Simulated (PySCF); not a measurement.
Isomers of C5H11B, one conformer each. Level of theory: core-valence-separated Tamm–Dancoff BHandHLYP/aug-pcX-1 (pcseg-1 on H) in PySCF, non-relativistic, gas phase, PBE0-D3(BJ)/def2-SVP geometry. The energies are unshifted.

P. `BC1CCCC1`
Q. `B/C=C(/C)CC`

Main lines, eV (oscillator strength):
1. C K: 283.4 (0.004), 284.7 (0.010), 285.0 (0.023), 285.2 (0.022), 285.5 (0.014); B K: 185.4 (0.089), 191.4 (0.021)
2. C K: 281.8 (0.024), 281.9 (0.068), 284.1 (0.040), 284.6 (0.007), 285.2 (0.014); B K: 185.2 (0.079), 190.8 (0.009), 190.9 (0.009), 191.4 (0.010)
Listed: the first five lines at most of each edge with a tenth or more of its strongest line's intensity; roots within 0.03 eV on the same or equivalent atoms are summed. Only the lowest roots were sought, and the top ones are left out.

Which spectrum belongs to which isomer?

1 = P, 2 = Q.
- P: first C line listed at 283.4 eV, hole on the sp3 carbon bound to boron; first B line listed at 185.4 eV, hole on the three-coordinate boron.
- Q: first C line listed at 281.8 eV, hole on the alkene CH carbon (1s→π*); first B line listed at 185.2 eV, hole on the three-coordinate boron.

What are the ground-state energies of the isomers at BHandHLYP/aug-pcX-1 (pcseg-1 on H), relative to the lowest?

P 0.0, Q 10.2 kJ/mol (electronic energies on these geometries, no dispersion or zero-point terms).
